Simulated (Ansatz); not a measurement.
Two isomers of C3H10Si2: A = `CC=C([SiH3])[SiH3]`, B = `C=C(C)[SiH2][SiH3]`.

Gas-phase electronic energies from Ansatz, PBE0-D4/def2-TZVP geometries. CCSD(T)/CBS is the MP2 limit (def2-TZVPP, def2-QZVPP) plus CCSD(T) − MP2 in def2-TZVPP, frozen cores. DFT in def2-TZVPP. B3LYP here is the variant with VWN-RPA as its local correlation; programs differ in this. Each species was taken in one conformer, which may not be the lowest.

(1) Which isomer does CCSD(T)/CBS put lower? Give the gap. (Estimate.)

(2) Give E(B) − E(A) in kJ/mol with MP2/def2-TZVPP, CCSD(T)/def2-TZVPP, r2SCAN-D4, B3LYP-D4, HF/def2-TZVPP, PBE0-D4, ωB97M-V. (Best estimate.)

Largest T1 diagnostic: 0.012.

Results:

(1) The calculation gave: A, by 4.1 kJ/mol.

(2) Computed: MP2/def2-TZVPP 10.7, CCSD(T)/def2-TZVPP 4.0, r2SCAN-D4 1.0, B3LYP-D4 2.9, HF/def2-TZVPP 8.7, PBE0-D4 -3.3, ωB97M-V 8.0. The order is the other way round with PBE0-D4.

From PBE to PBE0 (25 % exact exchange), in def2-TZVPP and without D4, E(B) − E(A) moves by +3.0 kJ/mol.
